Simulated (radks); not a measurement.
Values are calculated unless marked as measured or tabulated.
Problem. Xe+, configuration [Kr] 4d10 5s2 5p5 (the NIST ground configuration). Code: a radial shooting solver on a logarithmic mesh with Libxc functionals. Model: Dirac Kohn-Sham, Wu-Cohen GGA, spin-unpolarised, spherical densities, point nucleus; open shells are shared between the two j in proportion to 2j + 1. Some entries of the table are withheld. Estimate them.

orbital     occ.  eigenvalue (hartree)  r(max) (bohr)
1s1/2          2             -1262.456        0.01715
2s1/2          2             -196.7179        0.09712
2p1/2          2             -184.8690        0.07438
2p3/2          4             -172.9372        0.07926
3s1/2          2             -40.52658         0.2792
3p1/2          2             -35.59815         0.2656
3p3/2          4             -33.33251         0.2765
3d3/2          4             -24.64869         0.2241
3d5/2          6             -24.16985         0.2272
4s1/2          2              -7.61186         0.6613
4p1/2          2              -5.86679         0.6770
4p3/2          4              -5.41359         0.7012
4d3/2          4                   (1)            (2)
4d5/2          6                   (3)            (4)
5s1/2          2              -1.06990            (5)
5p1/2    1.66667              -0.66140          1.818
5p3/2    3.33333              -0.61003          1.896

Solution. 
(1) 4d3/2 eigenvalue (hartree): -2.59013
(2) 4d3/2 r(max) (bohr): 0.7435
(3) 4d5/2 eigenvalue (hartree): -2.51696
(4) 4d5/2 r(max) (bohr): 0.7519
(5) 5s1/2 r(max) (bohr): 1.612
